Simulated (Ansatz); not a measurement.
Start from `CSB(C)O` and change one atom or group to get `CB(O)SCO`.

Ansatz, PBE0-D4/def2-TZVP geometries, multiplicity 1. Each molecule was computed in one conformer, which needn't be the lowest.

```tsv
property	`CSB(C)O`
LUMO energy (ωB97M-V/def2-TZVPP) / eV	2.17
HOMO–LUMO gap (B3LYP/def2-TZVPP) / eV	7.03
HOMO–LUMO gap (PBE0/def2-TZVPP) / eV	7.58
size of the dipole moment (ωB97M-V/def2-TZVPP) / D	1.18
HOMO–LUMO gap (ωB97M-V/def2-TZVPP) / eV	11.42
HOMO–LUMO gap (PBE/def2-TZVPP) / eV	5.42
```

(1) What does the change do to each property? (Best estimate.)

## Answers

(1) The calculation gave: 
| property | `CB(O)SCO` | shift |
| --- | --- | --- |
| LUMO energy (ωB97M-V/def2-TZVPP) / eV | 1.91 | -0.26 |
| HOMO–LUMO gap (B3LYP/def2-TZVPP) / eV | 7.27 | 0.24 |
| HOMO–LUMO gap (PBE0/def2-TZVPP) / eV | 7.72 | 0.14 |
| size of the dipole moment (ωB97M-V/def2-TZVPP) / D | 0.91 | -0.27 |
| HOMO–LUMO gap (ωB97M-V/def2-TZVPP) / eV | 11.56 | 0.14 |
| HOMO–LUMO gap (PBE/def2-TZVPP) / eV | 5.49 | 0.07 |

With PBE0 the HOMO falls by 0.39 eV and the LUMO falls by 0.25 eV, so the gap widens by about 0.14 eV. PBE moves the HOMO by -0.34 eV and ωB97M-V by -0.40 eV. Dipoles are sizes alone; their direction can turn.

B3LYP here is the variant with VWN-RPA as its local correlation; programs differ in this.
